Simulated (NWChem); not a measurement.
System: C$_{4}$H$_{4}$N$_{2}$; SMILES N#CCCC#N

```xyz
10

N     -0.1846     2.9772     0.0000
C      0.1707     1.8763     0.0000
C      0.5978     0.4828     0.0000
C     -0.5978    -0.4828     0.0000
C     -0.1707    -1.8763     0.0000
N      0.1846    -2.9772     0.0000
H      1.2314     0.3080    -0.8839
H      1.2314     0.3080     0.8839
H     -1.2314    -0.3080     0.8839
H     -1.2314    -0.3080    -0.8839
```
Atoms are numbered in this order, from 1.

All runs use the structure optimised with PBE0/def2-SVP.

Task: Give the principal values of the shielding tensors (ppm) of N1, C2, C3 from B3LYP/6-311G** (spherical d), GIAO (NWChem), with their diamagnetic and paramagnetic parts as GIAO splits them.

Result: 
```tsv
atom	σ11	σ22	σ33	isotropic	diamagnetic	paramagnetic
N1	-216.4	-210.9	299.5	-42.6	342.8	-385.4
C2	-51.0	-47.2	293.4	65.1	256.4	-191.3
C3	151.6	166.1	181.6	166.4	247.5	-81.1
```
